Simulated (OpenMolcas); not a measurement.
Ir5+ among 6 point charges of -1 e arranged as a tetragonal octahedron (D4h), 2 Å from the ion, with the axial distance 1.760 Å.
```
   2.0000    0.0000    0.0000  -1.00
   0.0000    2.0000    0.0000  -1.00
  -2.0000    0.0000    0.0000  -1.00
   0.0000   -2.0000    0.0000  -1.00
   0.0000    0.0000    1.7600  -1.00
   0.0000    0.0000   -1.7600  -1.00
```

```json
{
  "Program": "OpenMolcas 26.06",
  "Method": "SS-CASPT2, IPEA 0.25 Eh, imaginary shift 0.1 Eh (closed shells correlated: 5s 5p)",
  "Basis": "ANO-RCC-VTZP [8s7p5d3f1g]",
  "Scalar Hamiltonian": "DKH2, point nucleus",
  "Active space": "4 electrons in 5 orbitals (5d)",
  "State averaging": "2S+1 = 5 even, 5 roots; 2S+1 = 3 even, 45 roots; 2S+1 = 1 even, 50 roots",
  "Spin-orbit coupling": "state interaction with AMFI integrals over the reference wave functions"
}
```

Problem. What is the spin-free ground state (labels of D4, the rotations of D4h)?

Solution. 5A1, 1-fold in its orbital part, 100 % from free-ion D terms; it has the highest spin that d4 allows.

Problem. Where is the first state of the same spin?

Solution. 5B1 at 5260 cm-1 above the ground state.

Problem. What are the lowest two levels with spin-orbit coupling?

Solution. A 1-fold level A1, then a 2-fold level E 4820 cm-1 above it. Their leading multiplicities are 5 (60 %) and 5 (83 %).

Problem. What is χT at 300 K?

Solution. 0.06 cm3 K/mol.

Spin-orbit coupling mixes the spin-free states strongly: the lowest level takes only 27 % from its leading state, 5A1. Point charges give a weaker field than real ligands, and real ions of this kind are as a rule low spin; the high spin found here belongs to the model. Free-ion shares, where given, are those of the reference states; single-state CASPT2 does not remix them. Point charges carry no covalency, so the field is a model and not that of real ligands. No measured value stands beside these numbers.
